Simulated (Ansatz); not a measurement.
TiF₄, relaxed as a singlet with RKS PBE-D4/def2-SVP in Ansatz, starting from the GFN2-xTB geometry. Force threshold 0.02 eV/Å.

Start:

Cartesian coordinates in Å:
```
Ti 0.000 0.000 0.000
F -1.014 -1.241 -0.543
F 0.618 0.845 -1.329
F 1.277 -0.664 0.890
F -0.881 1.059 0.982
```

Problem. Estimate the energy that the relaxation releases and the steps that it takes.

Solution. 0.21 eV, in 4 steps; 3.5 s on 4 threads of Arm Neoverse V1 on a shared host. No frequencies were taken in this run, so the end may be a saddle point.

Problem. Does the start keep its bonding and symmetry?

Solution. By distances, no bond broke or formed. The bond that changes most is Ti1–F5, from 1.69 to 1.74 Å (atoms count from 1). Point group Td at the start, Td at the end, both within 0.05 Å.

Problem. Predict the relaxed structure.

Solution. 
```xyz
5

Ti    0.0000    0.0000    0.0000
F    -1.0453   -1.2790   -0.5599
F     0.6375    0.8715   -1.3697
F     1.3161   -0.6844    0.9174
F    -0.9083    1.0919    1.0123
```
Bond lengths: 4 × F–Ti 1.74 Å.
